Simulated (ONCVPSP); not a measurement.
# As: one change to an ONCV potential, before and after

```
Element                 : arsenic
Generator               : ONCVPSP 4.0.1
Type                    : optimised norm-conserving Vanderbilt (ONCV)
Functional              : PBE
Relativity              : scalar-relativistic
Frozen core             : [Ar]
Valence charge          : 15
Reference configuration : 3d10 4s1.75 4p3.25
Partial waves           : 4s: rc 1.75 bohr, ncon 4, nbas 9, qcut 3.3 1/bohr, 3 projectors, debl 3.3 Ha; 4p: rc 1.75 bohr, ncon 4, nbas 7, qcut 5.6 1/bohr, 1 projector; 3d: rc 0.70 bohr, ncon 5, nbas 10, qcut 25.3 1/bohr, 3 projectors, debl 2.8 Ha
Local potential         : polynomial inside 0.70 bohr (lpopt 2, dvloc0 3 Ha)
Core correction         : Teter function, fcfact 2.75, rcfact 1.25
```

Change: p: rc 2.2.

Cutoffs: the cutoffs (Ha) at which the residual kinetic energy of the hardest occupied pseudo-wave falls to 1 and 0.1 mHa per electron; they do not see the model core or the augmentation charge, which bear on the density cutoff. Errors are all-electron minus pseudo energies relative to the spin-unpolarised reference configuration.

Task: Predict the effect on cutoff, ghosts and configuration errors.

Result: The potential gets neither clearly harder nor softer (233 Ha and 264 Ha → 233 Ha and 264 Ha); of the 4 tests that both files solve, the error grows in 0 and shrinks in 2 by more than 15 % and 0.3 meV (median size 1.6 → 1.0 meV); neither file shows a bound ghost.

| quantity | base | changed |
| --- | --- | --- |
| cutoff, loose | 233 Ha | 233 Ha |
| cutoff, tight | 264 Ha | 264 Ha |
| loose cutoff by channel | s 43 Ha, p 9.5 Ha, d 233 Ha | s 43 Ha, p 8.2 Ha, d 233 Ha |
| bound ghosts | none | none |
| GHOST(+) flags under 300 eV | p at 36.7 eV, s at 210.0 eV | p at 38.7 eV, s at 210.0 eV |
| error for 3d10 4s2 4p3, meV [ΔE -2.33 eV] | -0.2 | -0.1 |
| error for 3d10 4s2 4p2, meV [ΔE 6.82 eV] | -0.8 | -0.7 |
| error for 3d10 4s2 4p1, meV [ΔE 24.74 eV] | +2.4 | +1.4 |
| error for 3d10 4s1 4p4, meV [ΔE 7.09 eV] | -4.3 | -2.9 |
| s: phases at 1.77 bohr within 0.05 rad from the reference energy up to (Ha; the scan ends near 5) | to the end of the scan | to the end of the scan |
| d: phases at 0.71 bohr within 0.05 rad from the reference energy up to (Ha; the scan ends near 5) | to the end of the scan | to the end of the scan |
| rms error of d²Exc/dni dnj with the model core, mHa | 4.16 | 4.13 |
